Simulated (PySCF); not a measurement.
From computed data to an observable: oscillator strength and radiative lifetime

SiH2FBr, SMILES F[SiH2]Br.

Coordinates come from a PBE0-D3(BJ)/def2-TZVP optimisation.

TDA-LC-ωPBE/def2-SVPD (PySCF 2.14.0) puts the first singlet state with f over 0.02 at 7.61 eV (vertical), with the transition dipole (0.000, 0.000, -0.367) in atomic units.

Q: Find the oscillator strength, the wavelength and the radiative lifetime that this transition would have in vacuum if emission retraced absorption.

A: 
|μ|² = 0.1347 au, so |μ| = 0.93 D. ΔE = 7.61/27.211 = 0.2797 hartree. f = (2/3) ΔE |μ|² = 0.025 (the program prints 0.025).
λ = 1239.84/7.61 = 163 nm; ν = 61379 cm⁻¹.
Einstein's coefficient A = 0.6670 ν² f s⁻¹ (ν in cm⁻¹) = 6.3e7 s⁻¹, so τ = 1/A = 16 ns. This state is S1. The figure is the radiative limit of this one transition; relaxation, internal conversion, crossing to triplets and a medium change what is measured.
